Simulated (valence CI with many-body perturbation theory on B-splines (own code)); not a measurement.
**Which ion has this spectrum?**

A relativistic CI+MBPT calculation for an atom or ion with 49 electrons gives these levels (cm⁻¹):

| J | Parity | E | g |
| --- | --- | --- | --- |
| 9/2 | odd | 0.0 | 0.78 |
| 11/2 | odd | 37980 | 0.97 |
| 3/2 | odd | 42479 | 0.70 |
| 9/2 | odd | 64586 | 1.01 |
| 5/2 | odd | 64592 | 0.82 |
| 13/2 | odd | 65360 | 1.07 |
| 5/2 | odd | 78083 | 0.87 |
| 3/2 | odd | 78576 | 1.46 |
| 7/2 | odd | 79693 | 1.03 |
| 15/2 | odd | 86115 | 1.13 |
| 7/2 | odd | 94578 | 1.05 |
| 13/2 | odd | 106685 | 0.97 |
| 11/2 | odd | 107955 | 1.10 |
| 9/2 | odd | 108582 | 1.17 |

The energies are calculated, and their last digits are not significant.

Which is it?
A. Au30+
B. Pb33+
C. Ir28+
D. Hg31+

D. Hg31+, ground level (4f5/2^3) J=9/2.
